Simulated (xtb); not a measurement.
xtb input (GFN1-xTB):

```bash
xtb mol.xyz --gfn 1 --sp --chrg 0 --uhf 0
```
mol.xyz:
```
19

C      3.11264139    -0.29291700    -1.38262247
C      2.61924175     0.24641235    -0.27384580
C      1.76187420    -0.46507685     0.72684615
Si    -0.02421867     0.05764779     0.60996802
F     -0.10867681     1.63854683     0.84870804
F     -0.83350411    -0.62224387     1.80923188
C     -0.84530611    -0.35626019    -1.00821200
C     -2.22228984     0.22096037    -1.12810117
C     -3.35103346    -0.47418668    -1.06548359
H      2.94814733    -1.33571056    -1.63039930
H      3.70385344     0.28790067    -2.07798001
H      2.81041613     1.29586334    -0.06968860
H      1.80883696    -1.54826406     0.58170887
H      2.09852313    -0.25961586     1.74810601
H     -0.19273189     0.01961309    -1.80302477
H     -0.87023908    -1.44610464    -1.10207977
H     -2.27265575     1.29933234    -1.24500011
H     -4.31575033     0.01056174    -1.13428537
H     -3.35047755    -1.55096396    -0.93985513
```

End of the output:

```
         :::::::::::::::::::::::::::::::::::::::::::::::::::::
         ::                     SUMMARY                     ::
         :::::::::::::::::::::::::::::::::::::::::::::::::::::
         :: total energy             -30.302670628904 Eh    ::
         :: gradient norm              0.038100591686 Eh/a0 ::
         :: HOMO-LUMO gap              4.689885736081 eV    ::
         ::.................................................::
         :: SCC energy               -30.642285823344 Eh    ::
         :: -> electrostatic           0.026651935276 Eh    ::
         :: repulsion energy           0.347809754194 Eh    ::
         :: dispersion energy         -0.008194559754 Eh    ::
         :: halogen bond corr.         0.000000000000 Eh    ::
         :: add. restraining           0.000000000000 Eh    ::
         :: total charge              -0.000000000000 e     ::
         :::::::::::::::::::::::::::::::::::::::::::::::::::::

           -------------------------------------------------
          |                Property Printout                |
           -------------------------------------------------

    * Orbital Energies and Occupations

         #    Occupation            Energy/Eh            Energy/eV
      -------------------------------------------------------------
         1        2.0000           -0.8391188             -22.8336
       ...           ...                  ...                  ...
        14        2.0000           -0.5466526             -14.8752
        15        2.0000           -0.5428755             -14.7724
        16        2.0000           -0.5284368             -14.3795
        17        2.0000           -0.5237961             -14.2532
        18        2.0000           -0.5198878             -14.1469
        19        2.0000           -0.5107444             -13.8981
        20        2.0000           -0.5020108             -13.6604
        21        2.0000           -0.4886718             -13.2974
        22        2.0000           -0.4766714             -12.9709
        23        2.0000           -0.4735337             -12.8855
        24        2.0000           -0.4660370             -12.6815
        25        2.0000           -0.4289185             -11.6715
        26        2.0000           -0.4106845             -11.1753 (HOMO)
        27                         -0.2383344              -6.4854 (LUMO)
        28                         -0.2314582              -6.2983
        29                         -0.1433169              -3.8999
        30                         -0.1274654              -3.4685
        31                         -0.1189661              -3.2372
        32                         -0.1054410              -2.8692
        33                         -0.1000475              -2.7224
        34                         -0.0964739              -2.6252
        35                         -0.0885917              -2.4107
        36                         -0.0823972              -2.2421
        37                         -0.0565573              -1.5390
       ...                                ...                  ...
        61                          0.8945247              24.3413
      -------------------------------------------------------------
                  HL-Gap            0.1723501 Eh            4.6899 eV
             Fermi-level           -0.3245094 Eh           -8.8304 eV

  Mulliken/CM5 charges         n(s)   n(p)   n(d)
     1C    -0.11008 -0.21236   1.041  3.069  0.000
     2C    -0.00653 -0.06589   1.066  2.940  0.000
     3C    -0.10999 -0.17128   1.010  3.100  0.000
     4Si    0.53127  0.37058   1.084  1.373  1.012
     5F    -0.23560 -0.21573   1.762  5.474  0.000
     6F    -0.23293 -0.21258   1.761  5.471  0.000
     7C    -0.10611 -0.16694   1.007  3.099  0.000
     8C     0.00021 -0.05891   1.063  2.937  0.000
     9C    -0.10251 -0.20463   1.041  3.062  0.000
    10H     0.02433  0.07755   0.976  0.000  0.000
    11H     0.03100  0.08379   0.969  0.000  0.000
    12H     0.02996  0.08697   0.970  0.000  0.000
    13H     0.04527  0.10520   0.955  0.000  0.000
    14H     0.06071  0.12013   0.939  0.000  0.000
    15H     0.04906  0.10889   0.951  0.000  0.000
    16H     0.04583  0.10593   0.954  0.000  0.000
    17H     0.02904  0.08614   0.971  0.000  0.000
    18H     0.03047  0.08327   0.970  0.000  0.000
    19H     0.02660  0.07987   0.973  0.000  0.000

Wiberg/Mayer (AO) data.
largest (>0.10) Wiberg bond orders for each atom

 ---------------------------------------------------------------------------
     #   Z sym  total        # sym  WBO       # sym  WBO       # sym  WBO
 ---------------------------------------------------------------------------
     1   6 C    3.992 --     2 C    1.943    10 H    0.979    11 H    0.978
     2   6 C    3.993 --     1 C    1.943     3 C    1.014    12 H    0.970
     3   6 C    3.973 --     2 C    1.014     4 Si   0.971    13 H    0.937
                            14 H    0.919
     4  14 Si   4.776 --     6 F    1.237     5 F    1.233     7 C    0.977
                             3 C    0.971
     5   9 F    1.310 --     4 Si   1.233
     6   9 F    1.315 --     4 Si   1.237
     7   6 C    3.977 --     8 C    1.007     4 Si   0.977    16 H    0.935
                            15 H    0.924
     8   6 C    3.993 --     9 C    1.948     7 C    1.007    17 H    0.970
     9   6 C    3.989 --     8 C    1.948    19 H    0.979    18 H    0.978
    10   1 H    1.004 --     1 C    0.979
    11   1 H    1.006 --     1 C    0.978
    12   1 H    1.002 --     2 C    0.970
    13   1 H    1.002 --     3 C    0.937
    14   1 H    1.001 --     3 C    0.919
    15   1 H    1.006 --     7 C    0.924
    16   1 H    1.002 --     7 C    0.935
    17   1 H    1.002 --     8 C    0.970
    18   1 H    1.006 --     9 C    0.978
    19   1 H    1.003 --     9 C    0.979
 ---------------------------------------------------------------------------

Topologies differ in total number of bonds
Writing topology from bond orders to xtbtopo.mol

 dipole moment from electron density (au)
     X       Y       Z
   0.5334  -0.4096  -0.4717  total (Debye):    2.088

           -------------------------------------------------
          | TOTAL ENERGY              -30.302670628904 Eh   |
          | GRADIENT NORM               0.038100591686 Eh/α |
          | HOMO-LUMO GAP               4.689885736081 eV   |
           -------------------------------------------------
Note: The following floating-point exceptions are signalling: IEEE_DENORMAL
normal termination of xtb

------------------------------------------------------------------------
------------------------------------------------------------------------
 total:
 SCF:
```
